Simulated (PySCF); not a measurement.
Compound: C₅H₂F₂.
Atom-mapped SMILES: `[CH:1]#[C:2][C@:3]1([F:4])[CH:5]=[C:6]1[F:7]` (hydrogens: H8 on C1; H9 on C5)

The calculation used PBE0-D3(BJ)/def2-SVP geometry optimisation, gas phase in PySCF 2.14.0.

**Question.** List the bond lengths, angles and torsions at this level.

**Answer.** 
```csv
bond,length (Å),order
C1≡C2,1.210,triple
C2–C3,1.451,single
C3–F4,1.371,single
C3–C5,1.507,single
C5=C6,1.298,double
C6–F7,1.298,single
C3–C6,1.453,single
C1–H8,1.075,single
C5–H9,1.086,single
```

Orders are formal, as drawn. A selection of angles:
```csv
angle,degrees
C2–C1–H8,179.7
C1–C2–C3,178.8
C2–C3–F4,110.5
C2–C3–C5,122.6
C2–C3–C6,124.4
F4–C3–C5,117.7
F4–C3–C6,118.5
C5–C3–C6,52.0
C3–C5–C6,61.8
C3–C5–H9,143.9
C6–C5–H9,154.3
C5–C6–F7,148.5
C3–C6–C5,66.2
C3–C6–F7,145.3
```

Torsions: C2–C3–C5–C6 -111° (anticlinal); C3–C5–C6–F7 180° (antiperiplanar); C2–C3–C6–C5 107° (anticlinal).

The C–F distances run from 1.298 Å (C6–F7, drawn single) to 1.371 Å (C3–F4, drawn single), a spread of 0.073 Å. The 5 C–C bonds span 1.210 Å (C1≡C2, drawn triple) to 1.507 Å (C3–C5, drawn single), a spread of 0.297 Å. The 3-membered ring C3–C5–C6 has internal angles of 52.0° to 66.2°.

Point group: C1 (no symmetry element, even within 0.4 Å). Whether it is a minimum is left open (no frequencies).
